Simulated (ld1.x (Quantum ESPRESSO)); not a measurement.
## indium (In), RRKJ: configuration errors across variants

In (Z = 49), norm-conserving RRKJ (Kleinman–Bylander form), made with ld1.x (Quantum ESPRESSO) 7.5 (PBEsol, scalar-relativistic). Core [Kr], reference 4d10 5s2 5p1. Waves: 5s (bound): rc 2.40 bohr; 5p (bound): rc 2.75 bohr; 4d (bound): rc 1.30 bohr. Local part: all-electron potential smoothed inside 2.45 bohr (lloc = -1). Core correction: none. rho0 = 0.001.

All-electron excitation energies from the reference (eV): (1) 4d10 5s2 5p0 5.361; (2) 4d10 5s1 5p0 24.638; (3) 4d10 5s0 5p0 52.904; (4) 4d9 5s2 5p1 25.091; (5) 4d10 5s1 5p2 5.877; (6) 4d10 5s0 5p3 12.013; (7) 4d10 5s2 5p1.3 -0.531.

3 further variants failed, have other tests or another functional or relativity, and are left out.

Errors AE − PS in meV (a dash: test not solved or not reliable):

| change | (1) | (2) | (3) | (4) | (5) | (6) | (7) | bound ghosts |
| --- | --- | --- | --- | --- | --- | --- | --- | --- |
| base | -1.9 | -1.1 | +17 | -180 | -2.5 | -9.2 | +0.1 | none |
| type TM; local potential the s channel; rho0 0 | -2.0 | -4.3 | -2.2 | -202 | -1.3 | -4.4 | +0.1 | none |
| local potential the s channel | -2.1 | -0.1 | +8.8 | -216 | -4.7 | -20 | 0.0 | none |
| wave 5s (bound): rc 2.40 bohr becomes 5s (bound): rc 3.22 bohr | -1.9 | -1.7 | -20 | -122 | -7.3 | -32 | +0.1 | none |

Q: Give the same row for: wave 4d (bound): rc 1.30 bohr becomes 4d (bound): rc 1.78 bohr.

A: -1.8, +2.1, +29, -125, -2.1, -7.8, +0.1; bound ghosts: none.
